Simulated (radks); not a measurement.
Task: Radial electron density D(r) = 4 pi r^2 rho(r) of an atom or ion with 43 electrons. Calculated with a radial shooting solver on a logarithmic mesh with Libxc functionals: scalar-relativistic Kohn-Sham, r2SCAN, spin-polarised, spherical densities, finite nucleus; meta-GGA in the generalised Kohn-Sham scheme; Fermi nuclear charge, rms radius of each element as measured or else 0.836 A^(1/3) + 0.57 fm.

r (bohr)  D(r) (e/bohr)  spin D(r)
0.003606          8.851    0.00128
0.004809          13.74    0.00197
0.006466          20.80    0.00292
0.008624          29.70    0.00401
0.0115            39.85    0.00502
0.01534           49.34    0.00538
0.02046           55.22    0.00431
0.02729           55.14    0.00129
0.0364            50.38   -0.00233
0.04855           47.67  -0.000960
0.06475           54.17     0.0177
0.08636           66.42     0.0735
0.1161            68.39      0.197
0.1549            54.20      0.405
0.2065            44.63      0.643
0.2755            52.00      0.676
0.3674            51.42      0.297
0.4901            30.41    -0.0220
0.6536            14.65      0.615
0.8718            13.94       2.10
1.163             12.48       2.94
1.551             6.885       2.54
2.068             2.874       1.66
2.781             1.104      0.840
3.709            0.3484      0.297
4.947           0.06215     0.0558
6.598          0.004713    0.00435
8.8           0.0001177   0.000110

What is the nuclear charge?

Result: Z = 44. The innermost maximum, from 1s, lies near gamma/Z bohr with gamma = sqrt(1 - (Z/c)^2) = 0.947, here 0.0215 bohr (found: 0.0234), and its height grows with Z. The density is that of the ruthenium ion Ru+ in [Kr] 4d6 5s1; the configuration itself is not fixed sharply by these data, and Z only to a few units. D(r) has 4 maxima, at r = 0.0234, 0.104, 0.318, 0.944 bohr, and minima at 0.0470, 0.207, 0.749 bohr, inside which lie 2.03, 11.14, 29.11 electrons.
